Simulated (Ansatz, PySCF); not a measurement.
Pair of molecules: HCl (SMILES Cl) (first 2 atoms) with CH6Si (SMILES C[SiH3]); geometry from B3LYP-D3(BJ)/def2-TZVP.
(charge 0, multiplicity 1):
```csv
atom,x (Å),y (Å),z (Å)
Cl,-0.5615,-0.6871,-0.5001
H,-0.1215,-0.2696,0.6359
C,0.3306,0.7965,5.0661
Si,-0.2189,-0.2530,3.6158
H,0.0753,1.8455,4.9069
H,1.4100,0.7272,5.2104
H,-0.1558,0.4657,5.9856
H,-1.6797,-0.1491,3.3946
H,0.1387,-1.6770,3.8106
H,0.4578,0.2124,2.3725
```

Counterpoise-corrected where a basis set is named; no monomer relaxation.

Correlated levels freeze the cores. CBS: X⁻³ extrapolation of the correlation energy, Hartree–Fock from the larger set.

The values were computed with Ansatz (Gaussian orbitals); PySCF for the dispersion terms. 

### Question
What interaction energy does BLYP-D4/def2-TZVPPD give?

### Answer
-7 kJ/mol

Ansatz is a program for electronic structure.
